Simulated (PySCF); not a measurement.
Gas-phase equilibrium of 1 mol HF, 1 mol H2O at 2500 K and 0.00133 bar, among 15 species (O2, F2, O, F, HO2, HOF, H2O, H, FO, H2O2, O3, HF, H2, F2O, OH). Only gases are allowed; each row takes one source of thermochemistry for all species, and Cantera finds the minimum.

Energies from PySCF, thermal terms from the rigid-rotor harmonic-oscillator model, ideal gas at 1 bar. The comparison is the NASA 1993 polynomial table, which mixes measured and estimated data. † marks an energy on the PBE0/def2-TZVP geometry and frequencies. MP2 and CCSD(T) freeze the core. Open shells (unrestricted) among the columns below: O2 (multiplicity 3), O (multiplicity 3, electronic degeneracy 9), F (multiplicity 2, electronic degeneracy 6), H (multiplicity 2), OH (multiplicity 2, electronic degeneracy 4); the rest are closed-shell singlets. Spin-orbit splitting is ignored; it lowers the true energy and changes the entropy of O, F, OH. B3LYP is the form with VWN-RPA correlation. MP2 isn't extrapolated to the basis-set limit. CCSD(T) isn't extrapolated to the basis-set limit. The harmonic model lacks anharmonicity and excited electronic states, which grow with temperature; levels with a mode under 35 cm⁻¹ are left out. The table's entry may be an old estimate for OH (not checked at source).

Molecules larger than those listed are left out. Also missing: (HF)n, which can matter at low temperature or high pressure. Table species left out: FO2, H2F2, H3F3, H4F4.

Mole fractions:

```
thermochemistry     x H  x HF    x O   x H2  x H2O   x O2   x OH     x F
-----------------  ----  ----  -----  -----  -----  -----  -----  ------
table              0.22  0.36  0.085  0.099   0.13  0.046  0.059  0.0017
B3LYP/def2-TZVP†   0.25  0.34  0.085   0.13  0.052  0.072  0.062  0.0036
BLYP/def2-TZVP†    0.28  0.34  0.035   0.15  0.036   0.12  0.038  0.0023
CCSD(T)/def2-SVP†  0.37  0.28   0.21  0.077  0.013  0.019  0.028   0.010
MP2/def2-SVP†      0.45  0.28   0.12  0.040  0.018  0.065  0.019  0.0046
MP2/def2-TZVPP†    0.32  0.34  0.069  0.057   0.11  0.064  0.036  0.0010
PBE0/def2-SVP†     0.40  0.30  0.069  0.071  0.024  0.093  0.032  0.0064
```
The most sensitive of these is F: it spans a factor of 10^1.0 over these rows; at this temperature one factor of ten is RT ln 10 = 48 kJ/mol.
